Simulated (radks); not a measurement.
The numbers below are computed, except where a source is named.
Ionisation of the tungsten ion W2+, [Xe] 4f14 5d4, to W3+, [Xe] 4f14 5d3, under several functionals. Non-relativistic Kohn-Sham, spin-polarised, spherical densities, point nucleus; open shells are filled with parallel spins first (spin-orbit coupling, left out, can overturn this in heavy ions); a radial shooting solver on a logarithmic mesh with Libxc functionals.

functional                                        E(W2+) (hartree)  Exc (hartree)  IE (eV)  -e(HOMO) (eV)  <r> HOMO (bohr)  IE error (eV)
TASK exchange with Perdew-Wang LDA correlation         -15288.8125      -304.8496   27.312         21.749            1.775         +1.312
r2SCAN                                                 -15291.0050      -306.9900   27.353         21.777            1.811         +1.353
RPBE                                                   -15290.8699      -306.7956   27.129         21.528            1.824         +1.129
MS2 meta-GGA                                           -15289.5283      -305.4467   27.195         21.599            1.821         +1.195
LDA (Slater exchange, Perdew-Wang correlation)         -15282.6942      -298.5417   27.336         21.731            1.829         +1.336
TPSS                                                   -15290.2856      -306.1960   27.116         21.514            1.818         +1.116
revTPSS                                                -15288.8010      -304.7007   27.106         21.500            1.814         +1.106
OLYP                                                   -15296.5292      -312.6757   27.149         21.496            1.809         +1.149
PBE                                                    -15290.4794      -306.3976   27.188         21.587            1.827         +1.188
exchange-only PBE                                      -15286.1160      -301.9712   26.302         20.775            1.853         +0.302
LDA (Slater exchange, Perdew-Zunger correlation)       -15282.6952      -298.5423   27.297         21.695            1.830         +1.297

NIST Atomic Spectra Database: 26.0 eV (semi-empirical). Closest: exchange-only PBE. The Delta-SCF values span 1.05 eV, the total energies 13.83 hartree. The highest occupied level is 5d. Relativity is left out here, which matters for elements this heavy. Open shells are spherical and high-spin; term and fine-structure splittings are not resolved.
